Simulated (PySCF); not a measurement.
Species: (ClGe)4CH26 adamantane, C₆H₁₂Cl₄Ge₄.
Bonds: Ge1–Cl2, Ge1–C3, Ge1–C9, Ge1–C13, C3–Ge4, Ge4–Cl5, Ge4–C6, Ge4–C14, C6–Ge7, Ge7–Cl8, Ge7–C9, Ge7–C10, C10–Ge11, Ge11–Cl12, Ge11–C13, Ge11–C14. Hydrogens: H15, H16 on C3; H17, H18 on C6; H19, H20 on C9; H21, H22 on C10; H23, H24 on C13; H25, H26 on C14.

Level of theory: PBE0-D3(BJ)/def2-SVP geometry optimisation, gas phase in PySCF 2.14.0.

Problem. List the bond lengths, angles and torsions at this level.

Solution. 
| bond | length (Å) |
| --- | --- |
| Ge1–Cl2 and 3 like bonds | 2.173 |
| Ge1–C3 and 11 like bonds | 1.951 |
| C3–H15 and 11 like bonds | 1.101 |

Bonds in one row agree within 0.01 Å and their mean is given. A selection of angles:
| angle | degrees |
| --- | --- |
| Cl2–Ge1–C3 | 108.7 |
| C3–Ge1–C9 | 109.6 |
| Ge1–C3–Ge4 | 109.4 |

Torsions: Cl2–Ge1–C3–Ge4 180° (antiperiplanar); Cl2–Ge1–C9–Ge7 180° (antiperiplanar); Cl2–Ge1–C13–Ge11 179° (antiperiplanar); Ge1–C3–Ge4–Cl5 -179° (antiperiplanar); C3–Ge4–C6–Ge7 60° (synclinal); C3–Ge4–C14–Ge11 -60° (synclinal); Ge4–C6–Ge7–Cl8 179° (antiperiplanar); C6–Ge7–C9–Ge1 60° (synclinal); C6–Ge7–C10–Ge11 -60° (synclinal); Ge7–C10–Ge11–Cl12 179° (antiperiplanar); C10–Ge11–C13–Ge1 60° (synclinal); C10–Ge11–C14–Ge4 -60° (synclinal).

All 12 C–Ge bonds measure 1.949 to 1.953 Å. Ge1 (germanium bonded to 3 C and Cl) is tetrahedral (angles from 108.7° to 110.1°).

Whether it is a minimum is left open (no frequencies). One conformer, not necessarily the lowest.

Hardware: 2 threads of an Intel Xeon Platinum 8488C, no GPU, on a shared host. Cost: 15 min wall, 31 min CPU, 4.7 GiB resident at most. This is the geometry optimisation.
